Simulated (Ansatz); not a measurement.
Reaction (hydrogenolysis of the Si–O bond): `C[SiH](F)[O][AlH2]` + H₂ → `C[SiH2]F` + `[OH][AlH2]`

Program: Ansatz. Geometries: PBE0-D4/def2-TZVP. ΔE: electronic, gas phase. CCSD(T)/CBS is the MP2 limit (def2-TZVPP, def2-QZVPP) plus CCSD(T) − MP2 in def2-TZVPP, frozen cores. This one scheme is used for every species. One conformer a species, not always the lowest.

```
             level  ΔE (kJ/mol)
    MP2/def2-TZVPP        125.0
SCS-MP2/def2-QZVPP        123.3
```

What does CCSD(T)/CBS give? (Best estimate.)

Computed: +121.8 kJ/mol. The listed levels differ from it by 3.2, 1.5 kJ/mol.

Largest T1 diagnostic among the species: 0.012.

The D4 term adds +10.1 kJ/mol with B3LYP and +5.7 kJ/mol with PBE0; it sums over pairs of atoms, weighted by their polarisabilities, and B3LYP, whose exchange is more repulsive, gets the larger term. From PBE to PBE0 (25 % exact exchange), in def2-TZVPP and without D4, ΔE moves by +4.3 kJ/mol.

B3LYP here is the variant with VWN-RPA as its local correlation; programs differ in this.
